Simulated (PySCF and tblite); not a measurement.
Results of a calculation; reference values are marked as such.
C5H10O2, numbered as in [CH3:1][CH:2]1[O:3][CH2:4][CH2:5][CH2:6][O:7]1.

Conformers came from 90 starts (ETKDG and KDG, MMFF94s, GFN2-xTB); geometries are PBE0-D3(BJ)/def2-SVP. Weights use PBE0-D3(BJ)/def2-TZVP energies plus GFN2-xTB zero-point and thermal terms (modes under about 100 cm⁻¹ blended into free rotors). Symmetry numbers and mirror images are counted. Conformers within 4 kcal/mol (GFN2-xTB free energy) were kept, 5 at most. Codes: tblite and PySCF.

The 6-ring runs over atoms 2–3–4–5–6–7. Of a mirror pair one member is shown.

```json
{"conformer": "1", "shape": "6-ring chair (C1 axial)", "symmetry": "Cs", "dipole D": "1.82"}
{"conformer": "2", "shape": "6-ring twist-boat (ring torsions 68, -24, -37, 66, -25, -43°)", "symmetry": "C1 (pair)", "dipole D": "0.92"}
{"conformer": "3", "shape": "6-ring chair (all substituents equatorial)", "symmetry": "Cs", "dipole D": "1.67"}
```

Question: Which of these conformers is the most populated at 298.15 K, and with what share?

Answer: Conformer 3, about 100 %.

Question: Give the DFT energies and free energies relative to the lowest, and all weights.

Answer: 
```tsv
conformer	shape	E(DFT) kcal/mol	G(298.15 K) kcal/mol	weight %
1	6-ring chair (C1 axial)	4.44	4.81	0.0
2	6-ring twist-boat (ring torsions 68, -24, -37, 66, -25, -43°)	5.92	5.32	0.0
3	6-ring chair (all substituents equatorial)	0.00	0.00	100.0
```

Question: How does its share change from 250 K to 373.15 K?

Answer: From 100 % to 100 %; the mixing entropy goes from 0.00 to 0.04 cal/(mol K).
